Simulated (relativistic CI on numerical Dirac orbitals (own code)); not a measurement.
# What each ingredient does to the levels of Rh XXVII

Base calculation: Dirac-Coulomb-Breit CI, separate exchange-only KLI orbitals for each configuration, QED by a radiative potential, unscaled Slater integrals.

Configuration list (outside the closed core [Ne]): 3s2.3p6.3d, 3s2.3p5.3d2, 3s.3p6.3d2, 3s2.3p6.4s, 3s2.3p6.4p, 3s2.3p6.4d, 3s2.3p6.4f, 3s2.3p5.3d.4s, 3s2.3p5.3d.4p, 3p6.3d3, 3p5.3d4. Double excitations out of closed p, d and f shells are left out; levels of such configurations are missing from the list, as are those of other unlisted configurations, and high levels can miss mixing partners. These lack a partner that the ground configuration has and come out too high: 3s2.3p5.3d.4s, 3s2.3p5.3d.4p.

Variants: (1) valence Slater integrals scaled by 0.9; (2) configuration mixing switched off; (3) only the first 3 configurations. Shifts of the energy above 3s2.3p6.3d 2D_3/2, in cm⁻¹, for the lowest level and the first level of each name with at least 55 % of one term (blank where a level changes its place among those of its configuration and J or its character, or is not in the variant):

| Level | Base | Δ(1) | Δ(2) | Δ(3) |
| --- | --- | --- | --- | --- |
| 3s2.3p6.3d 2D_3/2 | 0 | 0 | 0 | 0 |
| 3s2.3p6.3d 2D_5/2 | 53366 | +8 | +53 | +22 |
| 3s2.3p5.3d2 4D°_1/2 | 1007597 | +13920 | -2431 | -897 |
| 3s2.3p5.3d2 4D°_3/2 | 1017672 | +12924 | -2414 | -879 |
| 3s2.3p5.3d2 4D°_5/2 | 1042361 | +11715 | -2433 | -899 |
| 3s2.3p5.3d2 4D°_7/2 | 1085415 | +9979 | -2409 | -875 |
| 3s2.3p5.3d2 4G°_9/2 | 1089904 | +9077 | -2466 | -932 |
| 3s2.3p5.3d2 4G°_11/2 | 1108209 | +9376 | -2462 | -928 |
| 3s2.3p5.3d2 4P°_5/2 | 1116390 | +7101 | -2409 | -875 |
| 3s2.3p5.3d2 4P°_3/2 | 1122161 | +4516 | -2296 | -762 |
| 3s2.3p5.3d2 4F°_9/2 | 1166664 | +4627 | -2463 | -929 |
| 3s2.3p5.3d2 2D°_5/2 | 1168267 | +4946 | -2308 | -774 |
| 3s2.3p5.3d2 2H°_11/2 | 1186415 | +1477 | -2451 | -917 |
| 3s2.3p5.3d2 2P°_1/2 | 1220575 | +2103 | -2365 | -831 |

At this charge energies of transitions that change n are usually good to better than 1 %, and those within a shell (Δn = 0) to a few per cent.

Ionisation energy from the two ground configurations alone: base 1344.2 eV. The NIST ASD value (theoretical) is 1344 eV.

LS names give the leading component of a level, which can be under half, so a name can repeat, a term be missing and a line seem to break the LS rules.
